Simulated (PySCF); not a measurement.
Complexes of selenium difluoride

Gas-phase complexes of selenium difluoride, each in one structure from a short search with a few starts, optimised by PBE0-D3(BJ)/def2-SVPD or PBE0-D3(BJ)/def2-TZVPD; other ways of binding may lie lower. Energies in kcal/mol, wB97M-D3(BJ)/def2-TZVPD, counterpoise-corrected (PySCF): interaction is complex less parts frozen as they stand in it, binding adds what it costs to deform them. Contacts are written partner···selenium difluoride; electrostatic, Pauli and orbital are terms of the uncorrected same energy, whose rest is dispersion or correlation.

1 other partner is left out, for which the search missed the form known or expected to bind best.

Frequency runs check only 2 of the 6 structures; these show no clear imaginary mode.

(1) Order these partners of selenium difluoride by binding energy, strongest first: ammonia, hydrogen cyanide, formaldehyde, water, chloride, fluoride.

Results:

(1) fluoride (-56.1), chloride (-30.9), ammonia (-11.0), formaldehyde (-7.4), water (-7.1), hydrogen cyanide (-4.9).
```
         partner  contact  distance (Å)  binding  interaction  electrostatic  Pauli  orbital
        fluoride   F···Se          1.92    -56.1        -66.6         -133.9  164.8    -97.1
        chloride  Cl···Se          2.46    -30.9        -38.4          -75.2   95.4    -57.8
         ammonia   N···Se          2.40    -11.0        -12.5          -41.7   54.2    -23.7
    formaldehyde   O···Se          2.44     -7.4         -8.6          -22.7   28.8    -13.4
           water   O···Se          2.52     -7.1         -7.5          -20.1   23.1     -9.4
hydrogen cyanide   N···Se          2.59     -4.9         -5.4          -15.2   19.3     -8.6
```
